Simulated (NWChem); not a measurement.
SnHF, singlet; SMILES [F][SnH]

```xyz
3

Sn     0.0333     0.2916     0.0000
H     -1.7550     0.4383     0.0000
F      0.0100    -1.6685     0.0000
```
Atoms are numbered in this order, from 1.

Program: NWChem. Low-valent species are run as closed-shell singlets; no triplet was tried in these runs. Structure relaxed at the PBE0/def2-SVP level. def2 effective core potentials on Sn; no spin-orbit coupling. Ions are spin-unrestricted doublets at the neutral geometry; other ion states weren't tried. Functional: LC-ωPBE (HJS hole) with def2-SVP; rows give the range parameter ω in 1/bohr.

```tsv
range parameter (1/bohr)	vertical ionisation energy, ΔSCF (eV)	−ε(HOMO) (eV)	ΔSCF minus −ε(HOMO) (eV)
0.15	…	…	…
0.20	9.27	8.28	0.99
0.35	9.40	9.20	0.20
0.40	9.43	9.40	0.03
0.80	9.58	10.07	-0.49
```

Question: Complete the blanks.

Answer: 
- 0.15, vertical ionisation energy, ΔSCF (eV): 9.24
- 0.15, −ε(HOMO) (eV): 7.82
- 0.15, ΔSCF minus −ε(HOMO) (eV): 1.42
